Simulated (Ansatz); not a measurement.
Several settings on one geometry of Ga(AsH3)H3 (GaAsH₆) (that of the charge 0 singlet, B3LYP-D4/def2-TZVP). Ansatz on 4 threads of Intel Xeon 6975P-C on a shared host; times are rough.

```xyz
8

Ga   -0.005    0.011   -1.585
As    0.003   -0.004    1.121
H     0.771    1.041    1.901
H     0.536   -1.203    1.873
H    -1.291    0.121    1.896
H     1.562   -0.017   -1.739
H    -0.764    1.383   -1.732
H    -0.813   -1.332   -1.736
```

Totals from different functionals, basis sets or treatments of relativity can't be compared as stabilities.

The 6-31G sets use Cartesian d functions. LC-ωPBE has ω = 0.4 bohr⁻¹. Correlated methods freeze no core orbitals; core or outer-core shells of Ga, As are correlated, in sets that lack core-valence functions.

Scalar relativity in a set contracted without it gives distorted totals.

The spins typed aren't always the lowest for that charge.

(1) Give the basis size and estimate the energy, ⟨S²⟩, dipole and time of these runs.

```tsv
run	method	charge	state	further keys
1	UKS r2SCAN50-D3(BJ)/aug-cc-pVDZ	-1	doublet	pseudopotentials: {relativity: scalar}; scf: {omitted_lower_state_checks: [starts]}
2	RKS rPW86-PBE-D3(BJ)-ATM/def2-mTZVPP	0	singlet	scf: {omitted_lower_state_checks: [starts]}; forces asked
3	RHF, bccd_t/6-31G*	0	singlet	final_grid: {core_spheres: 20, valence_spheres: 16, degree: 47}; point_charges: [{charge: 1.00, position_ang: [4.189, 0.036, -0.090]}]; electrons: all; scf: {lower_state_search: full}
4	RKS LC-ωPBE/def2-mTZVP	0	singlet	scf: {omitted_lower_state_checks: [starts]}; forces asked
```

## Answers

(1) 
| run | functions | energy (Eh) | ⟨S²⟩ | dipole (D) | wall time |
| --- | --- | --- | --- | --- | --- |
| 1 | 126 | -4198.5707 | 0.75 | – | 6 s |
| 2 | 102 | -4165.9438 | – | 3.34 | 1 s |
| 3 | 82 | -4160.9567 | – | – | 5.5 s |
| 4 | 90 | -4163.7452 | – | 3.58 | 0.75 s |
